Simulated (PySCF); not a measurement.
**GeSe: script and output**

The script input.py:

```python
from pyscf import gto, scf, mp

mol = gto.M(
    atom='Ge 0 0 0; Se 0 0 2.616',
    basis='cc-pvdz-dk',
    charge=0,
    spin=0,
    symmetry=True,
    verbose=4,
)
mf = scf.RHF(mol)
mf = mf.sfx2c1e()
mf.kernel()
mp.MP2(mf, frozen=18).kernel()
mf.dip_moment()
print('orbital energies (hartree):', mf.mo_energy[..., max(0, mol.nelec[1]-3):mol.nelec[0]+3].round(4))
```

```bash
$ python input.py
```

Output (some set-up lines removed):

```
PySCF version 2.14.0

[INPUT] Symbol           X                Y                Z      unit          X                Y                Z       unit  Magmom
[INPUT]  1 Ge     0.000000000000   0.000000000000   0.000000000000 AA    0.000000000000   0.000000000000   0.000000000000 Bohr   0.0
[INPUT]  2 Se     0.000000000000   0.000000000000   2.616000000000 AA    0.000000000000   0.000000000000   4.943523541862 Bohr   0.0

nuclear repulsion = 220.085934816881
point group symmetry = Coov
symmetry origin: [0.         0.         2.54666364]
symmetry axis x: [1. 0. 0.]
symmetry axis y: [0. 1. 0.]
symmetry axis z: [0. 0. 1.]
num. orbitals of irrep A1 = 22
num. orbitals of irrep E1x = 12
num. orbitals of irrep E1y = 12
num. orbitals of irrep E2x = 4
num. orbitals of irrep E2y = 4
number of shells = 12
number of NR pGTOs = 154
number of NR cGTOs = 54
basis = cc-pvdz-dk
ecp = {}

******** <class 'pyscf.x2c.sfx2c1e.sfX2C1eSymAdaptedRHF'> ********
method = sfX2C1eSymAdaptedRHF
initial guess = minao
damping factor = 0
level_shift factor = 0
DIIS = <class 'pyscf.scf.diis.CDIIS'>
SCF conv_tol = 1e-09
SCF max_cycles = 50

******** <class 'pyscf.x2c.sfx2c1e.SpinFreeX2CHelper'> ********
approx = 1e
xuncontract = 1
Freeze 0 electrons in irreps []
    66 free electrons in irreps A1 E1x E1y E2x E2y
Initial guess from minao.
init E= -4524.63489270563
HOMO (A1) = -0.28139703134606  LUMO (E1y) = -0.0447411932891517  gap/eV = 6.43973
cycle= 1 E= -4524.79543128761  delta_E= -0.161  |g|= 0.533  |ddm|= 1.12
HOMO (E1y) = -0.218743284228522  LUMO (E1y) = -0.0728388376866989  gap/eV = 3.97026
cycle= 2 E= -4524.24850092439  delta_E= 0.547  |g|= 1.29  |ddm|= 1.92
HOMO (E1y) = -0.273023521742009  LUMO (E1y) = -0.048885310072232  gap/eV = 6.09911
cycle= 3 E= -4524.97169004742  delta_E= -0.723  |g|= 0.0663  |ddm|= 1.21
HOMO (E1y) = -0.299673622348089  LUMO (E1y) = -0.0253463707176574  gap/eV = 7.46482
cycle= 4 E= -4524.97432814875  delta_E= -0.00264  |g|= 0.0211  |ddm|= 0.109
HOMO (E1y) = -0.304930161525369  LUMO (E1y) = -0.0222530710314943  gap/eV = 7.69204
cycle= 5 E= -4524.97496536923  delta_E= -0.000637  |g|= 0.0108  |ddm|= 0.0562
HOMO (E1y) = -0.303442508161514  LUMO (E1y) = -0.022058546484832  gap/eV = 7.65685
cycle= 6 E= -4524.97517773685  delta_E= -0.000212  |g|= 0.00759  |ddm|= 0.0327
HOMO (E1y) = -0.30338408039255  LUMO (E1y) = -0.0227188276092409  gap/eV = 7.63729
cycle= 7 E= -4524.97530627559  delta_E= -0.000129  |g|= 0.00294  |ddm|= 0.033
HOMO (E1y) = -0.303234983581431  LUMO (E1y) = -0.0225175185513611  gap/eV = 7.63871
cycle= 8 E= -4524.97533722345  delta_E= -3.09e-05  |g|= 0.000712  |ddm|= 0.0257
HOMO (E1y) = -0.303366795134936  LUMO (E1y) = -0.0224058474308773  gap/eV = 7.64534
cycle= 9 E= -4524.97533747761  delta_E= -2.54e-07  |g|= 6.93e-05  |ddm|= 0.00118
HOMO (E1y) = -0.303371102369871  LUMO (E1y) = -0.0223942588034662  gap/eV = 7.64577
cycle= 10 E= -4524.97533747954  delta_E= -1.93e-09  |g|= 9.42e-06  |ddm|= 9.83e-05
HOMO (E1y) = -0.303373343970298  LUMO (E1y) = -0.0223943430457709  gap/eV = 7.64583
cycle= 11 E= -4524.97533747959  delta_E= -5e-11  |g|= 1.92e-06  |ddm|= 2.51e-05
HOMO (E1y) = -0.303373828049932  LUMO (E1y) = -0.0223940219323712  gap/eV = 7.64585
Extra cycle  E= -4524.97533747959  delta_E= -2.73e-12  |g|= 1.61e-06  |ddm|= 4.63e-06
converged SCF energy = -4524.97533747959

******** <class 'pyscf.mp.mp2.RMP2'> ********
nocc = 15, nmo = 36
frozen orbitals 18
E(RMP2) = -4525.21234206497  E_corr = -0.237004585381027
E(SCS-RMP2) = -4525.20163197178  E_corr = -0.226294492186333
E_corr(same-spin) = -0.0670511656971913
E_corr(oppo-spin) = -0.169953419683835
Dipole moment(X, Y, Z, Debye): -0.00000,  0.00000, -4.98526
orbital energies (hartree): [-0.3416 -0.3034 -0.3034 -0.0224 -0.0224  0.0779]
```

In short: E(SCF) = -4524.975337 Eh, 11 cycles, E(MP2) − E(SCF) = -0.23700 Eh, μz(SCF) = -4.99 D.

Wall time 1.6 s on one thread of a shared host.

Stability towards an unrestricted solution was not tested. The bond length is a typed value, not an optimised one.
